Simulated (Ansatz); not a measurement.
Species: HBr₃Si, SMILES `Br[SiH](Br)Br` (charge 0, multiplicity 1).

Question: Give a relaxed geometry from r2SCAN-D4/def2-TZVP run with Ansatz (a first-principles code).

Answer: the end point of this relaxation (outside a Z-matrix the atoms follow the SMILES, hydrogens last).
Cartesian coordinates (Å) in one orientation:
```xyz
5

Br     2.029    -0.473    -0.583
Si     0.001     0.002     0.134
Br    -1.422    -1.533    -0.554
Br    -0.615     1.985    -0.601
H      0.007     0.020     1.604
```
